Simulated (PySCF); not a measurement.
TiH3, SMILES [TiH3] (connectivity only; charge and spin as stated), neutral, multiplicity 2. Atoms are numbered in the order given.

```xyz
4

Ti     0.0000     0.0000     0.0000
H      1.7318     0.0000     0.0000
H     -0.8659     1.4998     0.0000
H     -0.8659    -1.4998     0.0000
```
Charge 0, spin multiplicity 2.

Geometry optimised at PBE0-D3(BJ)/def2-TZVPD. The geometry has at least one imaginary mode, so it is a saddle point at that level. The multiplicity is an assumed one; other spin states were not compared.

All values below come from PySCF with CAM-B3LYP/def2-TZVPD.

Gas-phase values at a fixed geometry.

* **total energy**: -851.17529 hartree
* **point group**: D3h
* **α spin, highest occupied and lowest empty level**: -8.34 and -1.35 eV
* **β spin, highest occupied and lowest empty level**: -9.67 and -1.02 eV
* **dipole moment**: 0.00 D
* **quadrupole, principal values (traceless, Buckingham form, about the centre of nuclear charge)**: -3.60, -3.60, 7.21 D·Å
* **mean static polarisability**: 48.5 bohr³ (7.19 Å³)
* **polarisability, principal values**: 42.8, 51.3, 51.3 bohr³
* **⟨S²⟩**: 0.762 (pure state 0.75)
